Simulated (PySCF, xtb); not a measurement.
SnF4, SMILES [F][Sn]([F])([F])[F].

GFN2-xTB run with xtb 6.7.1 at its own geometry gives an orbital gap of 3.96 eV and a dipole moment of 0.00 D.

The structure is a stationary point at PBE-D3(BJ)/def2-SVP. The isomer is the one that the SMILES or the coordinates give; other isomers of the formula were not compared. The def2 effective core potentials stand for the cores of Sn; spin–orbit coupling is left out.

Problem. What does M06-2X/def2-TZVP (PySCF) give? (An estimate is asked for; the answer gives what the named calculation found.)

Solution. gap 11.38 eV (levels -14.57 and -3.19 eV), dipole 0.00 D.
